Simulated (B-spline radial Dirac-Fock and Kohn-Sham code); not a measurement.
# Binding energies of Tm³⁰⁺ at several levels of theory

System: the Tm³⁰⁺ ion, [Kr] 4d3.

The density-functional columns are spherical, spin-unpolarised Dirac-Kohn-Sham results without Breit or QED terms: −ε is minus the orbital energy of the initial state and ΔSCF the difference of two total energies. The reference in the last column comes from Dirac-Fock (average of configuration) total-energy differences with a finite nucleus, the Breit interaction including its frequency dependence, and self-energy and vacuum-polarisation corrections. All numbers are from an atomic code on a B-spline grid, in eV; a selection of levels is shown. For the 1s level of heavy atoms much of the gap between ΔSCF and the reference is the Breit and QED part, -277.5 eV here; for other levels the error of the functional can be larger.

```tsv
level	LDA −ε	LDA ΔSCF	Dirac-Fock
K (1s)	60268.2	60796.4	60532.6
L1 (2s)	11097.4	11212.5	11271.7
L2 (2p1/2)	10635.2	10776.1	10767.1
L3 (2p3/2)	9656.1	9782.8	9798.0
M1 (3s)	3336.6	3384.3	3433.4
M2 (3p1/2)	3134.7	3184.6	3214.8
M3 (3p3/2)	2924.2	2971.4	3002.8
M4 (3d3/2)	2581.6	2635.0	2636.7
M5 (3d5/2)	2535.3	2587.7	2591.4
N1 (4s)	1420.7	1445.6	1459.5
N2 (4p1/2)	1336.4	1361.3	1362.0
N3 (4p3/2)	1274.9	1298.8	1301.1
N4,5 (4d)	1128.4	1152.4	1149.8
```

Values without a named source are computed, but for edge energies of neutral atoms, which are taken from tables.
